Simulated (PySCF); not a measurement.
CBr, SMILES [C]Br (connectivity only; charge and spin as stated), neutral, multiplicity 2.

Coordinates come from a B3LYP-D3(BJ)/def2-TZVPD optimisation.

Computed with M06-2X/def2-TZVPD (PySCF).

Isolated molecule, no solvent.

Computed frontier levels, dipole moment:
| Item | Result |
|---|---|
| α spin, highest occupied and lowest empty level | -7.64 and -2.60 eV |
| β spin, highest occupied and lowest empty level | -10.30 and -1.92 eV |
| dipole moment | 1.30 D |
| ⟨S²⟩ | 0.758 (pure state 0.75) |
